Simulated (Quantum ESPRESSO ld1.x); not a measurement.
Q: Neutral lutetium, 71 electrons, occupied as [Kr] 4d10 4f14 5s2 5p5 5d2 6s2 (not the ground configuration). Calculated with ld1.x of Quantum ESPRESSO 7.5: Dirac Kohn-Sham, LDA (Slater exchange, Perdew-Zunger correlation), spin-unpolarised, spherical densities, point nucleus; open shells are shared between the two j in proportion to 2j + 1. Some entries of the table are withheld. Estimate them.

orbital     occ.  eigenvalue (eV)  r(max) (bohr)  <r> (bohr)
1s1/2          2         -63113.4          0.012     0.01933
2s1/2          2         -10740.6          0.069     0.08128
2p1/2          2         -10254.5          0.052     0.06742
2p3/2          4         -9138.12          0.059     0.07504
3s1/2          2         -2435.69          0.196      0.2123
3p1/2          2         -2220.33            (1)      0.2021
3p3/2          4         -1982.28            (2)      0.2164
3d3/2          4         -1615.68          0.155         (3)
3d5/2          6         -1563.66          0.159         (4)
4s1/2          2         -486.749          0.446      0.4782
4p1/2          2         -399.110            (5)      0.4851
4p3/2          4         -344.751            (6)      0.5181
4d3/2          4         -200.450          0.476      0.5412
4d5/2          6         -190.527          0.483      0.5528
5s1/2          2         -63.8333           1.04       1.165
5p1/2    1.66667         -39.2809           1.13       1.302
5p3/2    3.33333         -32.1316           1.21       1.413
4f5/2          6         -13.7146          0.465      0.7085
4f7/2          8         -12.1782          0.472      0.7233
6s1/2          2          -5.1846           2.93       3.483
5d3/2        0.8          -3.1660           1.71       2.472
5d5/2        1.2          -2.7495           1.78       2.593
6p1/2          0          -1.7729           3.84       4.744
6p3/2          0          -1.3781           4.23       5.206
7s1/2          0          -0.0873           9.63       13.62

A: 
(1) 3p1/2 r(max) (bohr): 0.184
(2) 3p3/2 r(max) (bohr): 0.197
(3) 3d3/2 <r> (bohr): 0.1899
(4) 3d5/2 <r> (bohr): 0.1943
(5) 4p1/2 r(max) (bohr): 0.446
(6) 4p3/2 r(max) (bohr): 0.476
